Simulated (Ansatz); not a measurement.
Species: S2O2 (charge 0, singlet). 
Geometry from a B3LYP-D3(BJ)/def2-TZVP (Ansatz, an electronic-structure program) optimisation:
```
S
O 1 1.4720
S 1 2.0125 2 114.63
O 3 1.4720 1 114.63 2 0.00
```
Charge 0, spin multiplicity 1.

Basis-set convergence of Hartree-Fock and MP2 correlation energies (hartree) with Ansatz. Cores are frozen in the correlated levels unless marked. Spin-orbit coupling is left out. No relativistic terms.

The Hartree-Fock reference is unstable (checked in the largest basis), which strains HF and MP2. 

| basis | functions | E(HF) | E(corr, MP2) |
|---|---|---|---|
| aug-cc-pV(D+d)Z | 110 | -944.69460 | -0.72736 |
| aug-cc-pV(T+d)Z | 202 | (withheld) | (withheld) |

Problem. Some entries are withheld; supply them.

Solution. 
- aug-cc-pV(T+d)Z, E(HF): -944.77645
- aug-cc-pV(T+d)Z, E(corr, MP2): -0.87955
